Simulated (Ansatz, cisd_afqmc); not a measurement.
Species: Cr, charge 0, septet.

Property: first ionisation energy (Cr+ (sextet) against Cr (septet)), in eV. Open shells are spin-unrestricted; no spin-orbit coupling. The -DK rows use spin-free X2C, correlate 3s3p of the metal (1s2s2p frozen) and give its partners the cc-pVXZ-DK valence sets. The Monte Carlo rows (phaseless AFQMC, CISD trial, step 0.005/hartree) carry one-sigma bars that omit the constraint's bias. Outlying blocks are dropped, and bars are widened where a walk drifts. Over all cases where full CI ran beside it in this data, AFQMC minus full CI had a median of +0.1 mEh and passed +0.4 mEh in a tenth of the cases. CBS(X,Y): correlation extrapolated as X^-3, Hartree-Fock from the larger set. A bracket is a step between two methods taken in the basis named. The functionals are non-relativistic, so their misses hold any scalar relativity. Double hybrids freeze cores in their MP2 part. Open-shell metal atoms are single determinants, not pure terms.

| level | program | first ionisation energy (eV) | difference against the last row |
|---|---|---|---|
| HF/aug-cc-pwCVTZ-DK | Ansatz | 6.00 | -0.79 |
| HF/cc-pwCVQZ-DK | Ansatz | 6.00 | -0.79 |
| r2SCAN/def2-TZVPD | Ansatz | 7.23 | 0.44 |
| PBE0/def2-TZVPD | Ansatz | 6.93 | 0.14 |
| CAM-B3LYP/def2-TZVPD | Ansatz | 6.82 | 0.03 |
| wB97X-V/def2-TZVPD | Ansatz | 6.54 | -0.25 |
| B2GP-PLYP/def2-TZVPD | Ansatz | 6.49 | -0.30 |
| MP2/aug-cc-pwCVQZ-DK | Ansatz | 6.77 | -0.02 |
| MP2/cc-pwCVQZ-DK | Ansatz | 6.76 | -0.03 |
| CCSD/CBS(aug-cc-pwCVTZ-DK,aug-cc-pwCVQZ-DK) | Ansatz | 6.69 | -0.10 |
| CCSD/CBS(cc-pwCVTZ-DK,cc-pwCVQZ-DK) | Ansatz | 6.70 | -0.09 |
| CCSDT(Q)/cc-pwCVTZ-DK | Ansatz | 6.71 | -0.08 |
| AFQMC/CISD/cc-pwCVTZ-DK | cisd_afqmc | 6.71 ± 0.02 | -0.08 |
| CCSD(T)/CBS(cc-pwCVTZ-DK,cc-pwCVQZ-DK) + [AFQMC/CISD - CCSD(T)]/cc-pwCVTZ-DK | Ansatz + cisd_afqmc | 6.79 ± 0.02 | 0.00 |
| CCSD(T)/CBS(cc-pwCVTZ-DK,cc-pwCVQZ-DK) + [CCSDT(Q) - CCSD(T)]/cc-pwCVTZ-DK | Ansatz | 6.79 | 0.00 |

Ansatz is a program for electronic structure.
